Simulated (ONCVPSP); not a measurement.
## Pt (Z = 78), ONCV: configuration errors across variants

- Element: platinum
- Generator: ONCVPSP 4.0.1
- Type: optimised norm-conserving Vanderbilt (ONCV)
- Functional: PBE
- Relativity: scalar-relativistic
- Frozen core: [Kr] 4d10 4f14
- Valence charge: 18
- Reference configuration: 5s2 5p6 5d9 6s0.5 6p0.5
- Partial waves: 5s+6s: rc 1.45 bohr, ncon 3, nbas 7, qcut 8.6 1/bohr, 3 projectors, debl 3.6 Ha; 5p+6p: rc 2.15 bohr, ncon 3, nbas 8, qcut 6.9 1/bohr, 2 projectors; 5d: rc 1.35 bohr, ncon 3, nbas 8, qcut 7.8 1/bohr, 2 projectors, debl 3 Ha
- Local potential: polynomial inside 0.85 bohr (lpopt 2, dvloc0 6 Ha)
- Core correction: Teter function, fcfact 5.25, rcfact 1.75

All-electron excitation energies from the reference (eV): (1) 5s2 5p6 5d9 6s1 6p0 -2.461; (2) 5s2 5p6 5d9 6s0 6p0 6.734; (3) 5s2 5p5 5d9 6s1 6p0 59.691.

Errors AE − PS in meV (a dash: test not solved or not reliable):

| change | (1) | (2) | (3) | bound ghosts | GHOST(+) flags above zero |
| --- | --- | --- | --- | --- | --- |
| base | 0.0 | -5.4 | -182 | none | s |
| d: qcut 4.7 | 0.0 | -5.6 | -203 | none | s |
| d: qcut 5.7 | 0.0 | -5.4 | -190 | none | s |
| d: qcut 6.8 | 0.0 | -5.4 | -183 | none | s |
| d: qcut 7.5 | 0.0 | -5.4 | -182 | none | s |
| d: qcut 9.7 | 0.0 | -5.4 | -185 | none | s |
| d: qcut 10.8 | 0.0 | -5.4 | -187 | none | s |
| d: qcut 11.9 | 0.0 | -5.4 | -189 | none | s |

Task: Give the same row for: d: qcut 8.5.

Result: 0.0, -5.4, -183; bound ghosts: none; GHOST(+) flags above zero: s.
